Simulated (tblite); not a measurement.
Species: C2H8NSSi2 (doublet state).
Numbering: `[H]/[C:1]=[N:2]\[SiH2:3][CH2:4][S:5][SiH3:6]` (hydrogens: H7 on C1; H8, H9 on Si3; H10, H11 on C4; H12, H13, H14 on Si6)
Bond orders are those of one Lewis drawing.

Computed with GFN2-xTB (tblite), gas phase: L-BFGS steps from a force-field or distance-geometry start until the largest atomic force falls under 0.01 eV/Å.

Geometry at step 18:
```
atom  x, y, z in Å
C1     -2.8606   -1.2808   -0.5151
N2     -2.3692   -0.2524   -0.1040
Si3    -1.6506    1.3135   -0.0834
C4      0.1459    0.8660   -0.5448
S5      1.3682    1.5101    0.6571
Si6     2.7358   -0.1193    0.9378
H7     -3.0849   -1.6099   -1.5216
H8     -2.2521    2.2404   -1.0387
H9     -1.7918    1.8483    1.2654
H10     0.4550    1.2567   -1.5102
H11     0.2452   -0.2135   -0.5606
H12     2.5306   -0.6317    2.2883
H13     2.5085   -1.1854   -0.0391
H14     4.0194    0.5375    0.7467
```

Question: Give the atomic forces at this geometry.

Answer: 
```json
{"atom": "C1", "Fx (eV/Å)": "0.100", "Fy (eV/Å)": "0.006", "Fz (eV/Å)": "0.067"}
{"atom": "N2", "Fx (eV/Å)": "-0.125", "Fy (eV/Å)": "0.013", "Fz (eV/Å)": "-0.022"}
{"atom": "Si3", "Fx (eV/Å)": "0.021", "Fy (eV/Å)": "0.011", "Fz (eV/Å)": "0.036"}
{"atom": "C4", "Fx (eV/Å)": "0.002", "Fy (eV/Å)": "-0.063", "Fz (eV/Å)": "0.007"}
{"atom": "S5", "Fx (eV/Å)": "-0.013", "Fy (eV/Å)": "0.014", "Fz (eV/Å)": "0.048"}
{"atom": "Si6", "Fx (eV/Å)": "0.033", "Fy (eV/Å)": "0.050", "Fz (eV/Å)": "0.042"}
{"atom": "H7", "Fx (eV/Å)": "-0.070", "Fy (eV/Å)": "0.036", "Fz (eV/Å)": "-0.006"}
{"atom": "H8", "Fx (eV/Å)": "0.020", "Fy (eV/Å)": "0.044", "Fz (eV/Å)": "-0.146"}
{"atom": "H9", "Fx (eV/Å)": "0.015", "Fy (eV/Å)": "-0.109", "Fz (eV/Å)": "0.059"}
{"atom": "H10", "Fx (eV/Å)": "-0.103", "Fy (eV/Å)": "0.022", "Fz (eV/Å)": "-0.067"}
{"atom": "H11", "Fx (eV/Å)": "0.074", "Fy (eV/Å)": "-0.091", "Fz (eV/Å)": "-0.048"}
{"atom": "H12", "Fx (eV/Å)": "0.026", "Fy (eV/Å)": "0.002", "Fz (eV/Å)": "-0.032"}
{"atom": "H13", "Fx (eV/Å)": "-0.064", "Fy (eV/Å)": "0.179", "Fz (eV/Å)": "0.020"}
{"atom": "H14", "Fx (eV/Å)": "0.083", "Fy (eV/Å)": "-0.113", "Fz (eV/Å)": "0.043"}
```

The largest, 0.19 eV/Å, acts on H13; the rms over all components is 0.066 eV/Å. The forces sum to zero within rounding, as they must for an isolated molecule in no field.

Question: Give the force on H13 in Eh/bohr and in nN.

Answer: 0.191 eV/Å ÷ 51.422 = 0.00372 Eh/bohr, and 0.191 eV/Å × 1.602 = 0.31 nN.

Question: How far is this geometry from the end of the optimisation?

Answer: 0.190 eV above it, and 0.926 Å rms away after alignment. The bonds farthest from their final lengths, with half the difference of the two atoms' forces along the bond (positive lengthens):

| bond | now (Å) | final (Å) | force along bond (eV/Å) |
| --- | --- | --- | --- |
| S5–Si6 | 2.146 | 2.135 | 0.00 |
| Si3–C4 | 1.908 | 1.901 | 0.00 |
| Si3–H8 | 1.461 | 1.466 | +0.07 |
| Si6–H13 | 1.464 | 1.459 | -0.03 |
| N2–Si3 | 1.723 | 1.727 | +0.03 |
| Si6–H14 | 1.454 | 1.451 | -0.01 |

The angle farthest from its final value is N2–Si3–H9, 107.7° against 102.2°.

What follows is the cost of the whole relaxation. On one thread, Arm Neoverse V2 (aarch64), on a shared host, this took 1.1 s.
